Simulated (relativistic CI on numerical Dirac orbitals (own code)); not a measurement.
Computed by Dirac-Coulomb-Breit CI, orbitals from a KLI potential per configuration, model QED (radiative potential, 1s self-energy scaled to tabulated hydrogen-like ionisation energies), unscaled Slater integrals (own radial code, finite nucleus).

Configurations in the expansion (outside the closed core 1s2): 2s, 2p, 3s, 3p, 3d, 4s, 4p, 4d, 4f, 5s, 5p, 5d, 5f, 5g, 6s, 6p, 6d. Levels of other configurations are missing.

At this charge energies of transitions that change n are usually good to better than 1 %, and those within a shell (Δn = 0) to a few per cent.

Outline of the computed level scheme of Eu LXI. Lowest level of each configuration: 2s ²S1/2 at 0.0 eV; 2p ²P°1/2 at 150.1 eV; 3s ²S1/2 at 7746.2 eV; 3p ²P°1/2 at 7787.3 eV; 3d ²D3/2 at 8016.5 eV; 4s ²S1/2 at 10409.9 eV; 4p ²P°1/2 at 10426.6 eV; 4d ²D3/2 at 10522.9 eV; 4f ²F°5/2 at 10550.3 eV.

Some strong electric-dipole decays among the lowest 15 levels: 3d ²D5/2 → 2p ²P°3/2 (8.9e+14 s⁻¹); 3d ²D3/2 → 2p ²P°1/2 (8.2e+14 s⁻¹); 3p ²P°1/2 → 2s ²S1/2 (3.6e+14 s⁻¹); 4d ²D5/2 → 2p ²P°3/2 (2.9e+14 s⁻¹); 3p ²P°3/2 → 2s ²S1/2 (2.8e+14 s⁻¹); 4d ²D3/2 → 2p ²P°1/2 (2.8e+14 s⁻¹); 4f ²F°7/2 → 3d ²D5/2 (1.9e+14 s⁻¹); 4f ²F°5/2 → 3d ²D3/2 (1.8e+14 s⁻¹).
